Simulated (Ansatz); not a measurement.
Geometry optimisation, Ansatz, RKS PBE0-D4/def2-SVP.

input.yaml

```yaml
crystal:
  periodic: [false, false, false]
  atoms:
    - { symbol: Hf, position_ang: [-0.0839, 0.146526, -0.058156] }
    - { symbol: Cl, position_ang: [0.166535, 0.393335, 2.404957] }
    - { symbol: Cl, position_ang: [1.981254, 0.351236, -1.194162] }
    - { symbol: "N", position_ang: [-1.081513, 1.788794, -0.614161] }
    - { symbol: H, position_ang: [-2.026305, 1.861656, -0.982381] }
    - { symbol: H, position_ang: [-0.678454, 2.723816, -0.562164] }
    - { symbol: O, position_ang: [-1.223049, -1.282043, -0.59771] }
    - { symbol: H, position_ang: [-1.588017, -2.106492, -0.917762] }
    - { symbol: O, position_ang: [1.452268, -2.398551, 1.273451] }
    - { symbol: H, position_ang: [0.816163, -3.105285, 1.440644] }
    - { symbol: H, position_ang: [1.387018, -1.843392, 2.083143] }
basis:
  gaussian: { orbitals: def2-SVP }
hamiltonian:
  xc: pbe0
  dispersion: d4
relax:
  f_tol: 0.03
  max_steps: 50
output:
  orbitals: {}
```

Run as:

```bash
$ ansatz run input.yaml --threads 4 --pin off --max-ram 5120MiB --backend cpu --events-out ev --progress --plain --runs-dir out
```

Task: Where does it end, and by what steps?

Result: It converged. The force dipped under the threshold on the way, but the program's further checks kept it going. After 46 steps the energy has fallen by 0.441 eV; H6 moved furthest, 1.10 Å. Joined: Hf1–O9 (3.26 → 2.39 Å).

| step | energy less start (eV) | largest force component (eV/Å) | accepted |
| --- | --- | --- | --- |
| 0 | 0.0000 | 1.105 | yes |
| 2 | -0.2206 | 1.402 | yes |
| 4 | -0.3548 | 1.052 | yes |
| 6 | -0.4048 | 0.254 | yes |
| 8 | -0.4114 | 0.360 | yes |
| 10 | -0.4179 | 0.111 | yes |
| 12 | -0.4189 | 0.195 | yes |
| 14 | -0.4204 | 0.081 | yes |
| 16 | -0.4204 | 0.416 | no |
| 18 | -0.4232 | 0.312 | no |
| 20 | -0.4261 | 0.099 | yes |
| 22 | -0.4273 | 0.056 | yes |
| 24 | -0.4286 | 0.084 | yes |
| 26 | -0.4291 | 0.058 | yes |
| 28 | -0.4297 | 0.138 | yes |
| 30 | -0.4306 | 0.110 | yes |
| 32 | -0.4323 | 0.090 | yes |
| 34 | -0.4335 | 0.144 | yes |
| 36 | -0.4356 | 0.184 | yes |
| 38 | -0.4225 | 0.304 | no |
| 40 | -0.4389 | 0.190 | yes |
| 42 | -0.4402 | 0.072 | yes |
| 44 | -0.4411 | 0.044 | yes |
| 46 | -0.4412 | 0.017 | yes |

```xyz
11
Properties=species:S:1:pos:R:3
Hf 0.141 -0.014 0.181
Cl -0.088 0.483 2.525
Cl 2.106 0.390 -1.091
N -0.989 1.499 -0.533
H -1.810 1.908 -0.090
H -0.801 2.013 -1.392
O -0.871 -1.593 -0.406
H -1.634 -1.638 -0.988
O 1.220 -1.925 1.140
H 0.647 -2.641 0.824
H 1.199 -1.953 2.105
```

Whether the end is a true minimum wasn't checked by a vibrational analysis.

Run time: 2.5 min on 4 threads of Arm Neoverse V1 (shared host), peak memory 0.38 GiB.
